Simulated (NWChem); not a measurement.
System: CH₆BeGe; SMILES [CH3][Be][GeH3]

Computed with NWChem. Pople sets run with spherical d functions. Structure relaxed at the PBE0/def2-SVP level. Ions are spin-unrestricted doublets at the neutral geometry; other ion states weren't tried. Functional: LC-ωPBE (HJS hole) with 6-31G*; the question gives the range parameter ω in 1/bohr.

Estimate the computed values for range parameter (1/bohr) 0.40. Quantities: vertical ionisation energy, ΔSCF (eV); −ε(HOMO) (eV).


```yaml
vertical ionisation energy, ΔSCF (eV): 9.97
"−ε(HOMO) (eV)": 10.20
```
